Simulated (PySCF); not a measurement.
Computed IR spectrum (relative IR intensity) of a molecule C4H7NSi. Coordinates come from a B3LYP-D3(BJ)/def2-SVP optimisation. One conformer was computed; it need not be the lowest. Calculation: B3LYP-D3(BJ)/def2-SVP (PySCF 2.14.0). Frequencies are harmonic and unscaled.

```csv
ν (cm⁻¹),relative intensity
370,6.3
472,6.2
585,12
601,2.3
687,25
851,45
939,50
997,4.7
1063,8.3
1206,3.8
1290,3.1
1311,3.2
1450,4.9
1457,4.7
1587,2.5
1637,13
2219,100
3012,18
3077,7.3
3102,9.6
3123,9.4
3153,14
```

Which structure fits?
(A) C=C=C1NC[SiH2]1
(B) CC1=CN=C[SiH2]1
(C) C[SiH2]/C=C\C#N
(D) N#C[C@@H]1CC[SiH2]1

B, CC1=CN=C[SiH2]1
